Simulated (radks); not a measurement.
Isoelectronic series with 49 electrons, all held in the configuration [Kr] 4d10 5s2 5p1, which need not be the ground one along the series. Calculated with a radial shooting solver on a logarithmic mesh with Libxc functionals: Dirac Kohn-Sham, PBE, spin-unpolarised, spherical densities, point nucleus; open shells are shared between the two j in proportion to 2j + 1. Total energies (hartree) and orbital eigenvalues (eV):

ion,E (hartree),5p3/2,5p1/2,5s1/2
In,-5883.21451,-2.4269,-2.7259,-8.2073
Sn+,-6178.74853,-10.0784,-10.6483,-17.8048
Sb2+,-6482.60316,-19.8079,-20.6833,-29.4059
Te3+,-6794.79559,-31.2242,-32.4464,-42.6769
I4+,-7115.35509,-44.1568,-45.7709,-57.4744
Xe5+,-7444.31809,-58.5081,-60.5623,-73.7167
Cs6+,-7781.7262,-74.2146,-76.7606,-91.3516
Ba7+,-8127.6254,-91.2320,-94.3252,-110.3436
La8+,-8482.0650,-109.5280,-113.2274,-130.6680
Ce9+,-8845.0979,-129.0780,-133.4464,-152.3068
Pr10+,-9216.7797,-149.8629,-154.9674,-175.2474
Nd11+,-9597.1694,-171.8678,-177.7795,-199.4807
Pm12+,-9986.3286,-195.0804,-201.8750,-225.0006
Sm13+,-10384.3219,-219.4912,-227.2490,-251.8032
Eu14+,-10791.2166,-245.0922,-253.8981,-279.8864
Gd15+,-11207.0831,-271.8769,-281.8211,-309.2499
